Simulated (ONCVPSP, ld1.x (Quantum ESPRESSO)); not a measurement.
Pseudopotentials across the periodic table

Generated with ld1.x 7.5 (TM, RRKJ, ultrasoft, PAW), atompaw 4.2 or ONCVPSP 4.0.1. The cutoff is in Ry: for ld1.x and atompaw files where the sum of valence levels is converged to 10 mRy in a Bessel basis, for ONCV files where the hardest occupied wave has 1 mHa per electron of residual kinetic energy. The error is the largest all-electron minus pseudo excitation energy over each file’s own four to seven test configurations (ionisations up to +4, promotions, holes and added fractions of an electron), all of which were solved. The labels leave out finer settings (local radius, basis sizes, second energies), which also bear on the numbers. Spin-polarised tests are not counted. The rows are a selection from randomly drawn settings: files with unsolved tests, undetermined cutoffs or missed reference levels are left out.

A true bound ghost makes a file unfit for plane-wave use even where its test errors are small: the radial tests pick states by their node count and pass the ghost by.

```tsv
element	potential	cutoff (Ry)	largest error (meV)	bound ghosts
Ge	TM semilocal, PBE, scalar-relativistic, rc 1.20/2.20 (sp), local p, core correction yes, reference 4s2 4p0	55	-94	none
Ge	RRKJ, PW91, scalar-relativistic, rc 1.55/2.35 (sp), local s, core correction yes, reference 4s2 4p1.5	30	-225	none
I	ONCV, PBE, scalar-relativistic, rc 1.25/1.15/1.25 (spd), local smoothed, core correction yes, reference 4s2 4p6 4d10 5s2 5p4.5, qcut 11/9.4/10.1, projectors 2/3/1	92	-313	p
Au	ONCV, Wu-Cohen, scalar-relativistic, rc 2.15/2.15/2.30 (spd), local p, core correction yes, reference 5d9.5, qcut 2.3/4.2/7.7, projectors 2/0/2	36	-351	none
Bi	ONCV, PBE, scalar-relativistic, rc 1.40/1.45/1.75 (spd), local smoothed, core correction yes, reference 5s2 5p6 5d10 6s2, qcut 9.5/10.8/10.6, projectors 3/2/2	74	+22	none
```

Task: Fill in the row for Ne: ONCV, LDA (Perdew-Zunger), scalar-relativistic, rc 0.70/1.20/1.30 (spd), local smoothed, core correction no, reference 2s2 2p6, qcut 9/12.4/6.6, projectors 1/2/2.

Result: cutoff 313 Ry, largest error +724 meV, bound ghosts: none.
